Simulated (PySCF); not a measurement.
W(OMe)F5, CH₃F₅OW (singlet state).
Structure used (PBE0-D3(BJ)/def2-SVP), in Å, numbered top down from 1:
```
atom  x, y, z in Å
W1    -0.4284   -0.1272   -1.1426
O2     0.0430   -0.0666    0.6098
C3     0.6512    0.1472    1.8424
H4     1.6781   -0.2489    1.8131
H5     0.0768   -0.3702    2.6252
H6     0.6774    1.2278    2.0513
F7    -0.8149   -0.1176   -2.9536
F8     1.3147   -0.5664   -1.6119
F9    -2.2000    0.2845   -0.7871
F10   -0.0412    1.6806   -1.3247
F11   -0.8588   -1.9287   -1.0909
```

The calculation used PBE0-D3(BJ)/def2-SVP geometry optimisation, gas phase, def2 core potentials past Kr (PySCF 2.14.0).

Which atoms are bound to W1, and at what distances?

6 atoms: O2 1.816 Å, F7 1.852 Å, F11 1.853 Å, F9 1.853 Å, F10 1.858 Å, F8 1.858 Å. The nearest atom not counted as bound is C3, at 3.19 Å.

List the angles at W1.

| angle | degrees | distance of the outer atoms (Å) |
| --- | --- | --- |
| F8–W1–F9 | 176.3 | 3.71 |
| O2–W1–F7 | 176.3 | 3.67 |
| F10–W1–F11 | 175.8 | 3.71 |
| O2–W1–F11 | 93.8 | 2.68 |
| O2–W1–F9 | 93.2 | 2.67 |
| F8–W1–F10 | 90.6 | 2.64 |
| O2–W1–F8 | 90.5 | 2.61 |
| O2–W1–F10 | 90.5 | 2.61 |
| F9–W1–F10 | 90.1 | 2.63 |
| F8–W1–F11 | 89.7 | 2.62 |
| F9–W1–F11 | 89.3 | 2.61 |
| F7–W1–F9 | 89.3 | 2.60 |
| F7–W1–F11 | 89.1 | 2.60 |
| F7–W1–F8 | 87.1 | 2.56 |
| F7–W1–F10 | 86.7 | 2.55 |

What is the shape at W1?

Octahedral: the three widest angles are 176.3°, 176.3° and 175.8°, the others run from 86.7° to 93.8°.

What are the other bond lengths?

O2–C3 1.391 Å; C3–H4, C3–H5, C3–H6 1.101 Å.

Give some angles away from the centre.

W1–O2–C3 166.9°.

Point group: near Cs, missed by 0.10 Å at most; the miss may be what the optimiser left on a soft mode. Charge 0, singlet. PBE0-D3(BJ)/def2-SVP frequencies: not computed here.
